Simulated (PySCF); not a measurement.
## Ionisation energy of Ni²⁴⁺ by level of theory

Ni²⁴⁺ [He] 2s2 (1S) → Ni²⁵⁺ [He] 2s1 (2S), as a difference of total energies. Computed with PySCF 2.14 in an uncontracted even-tempered set (19 s from 6.5 bohr⁻², ratio 2.2; 8 p from 10 bohr⁻², ratio 2.4; 6 d from 30 bohr⁻², ratio 2.4; 5 f from 45 bohr⁻², ratio 2.4; 4 g from 68 bohr⁻², ratio 2.4), with the spin-free X2C one-electron Hamiltonian (Gaussian nucleus). Correlated levels: nothing frozen; virtual orbitals above 40 to 60 times the deepest correlated orbital energy dropped. The calculations carry no spin-orbit coupling.

| method | ionisation energy (eV) |
| --- | --- |
| UHF | 2289.5 |
| LDA | 2288.7 |
| PBE | 2293.0 |
| PBE0 | 2292.4 |
| r2SCAN | 2289.3 |
| BLYP | 2292.5 |
| BHandHLYP | 2291.6 |
| MP2 (all electrons) | 2294.3 |
| SCS-MP2 (all electrons) | 2295.2 |

How much does correlation contribute at MP2 (all electrons)?

2294.3 − (2289.5) = 4.8 eV, measured against UHF.

For comparison: 2295.6 ± 2.1 eV (semi-empirical (NIST evaluation); NIST Atomic Spectra Database, ionization energies).
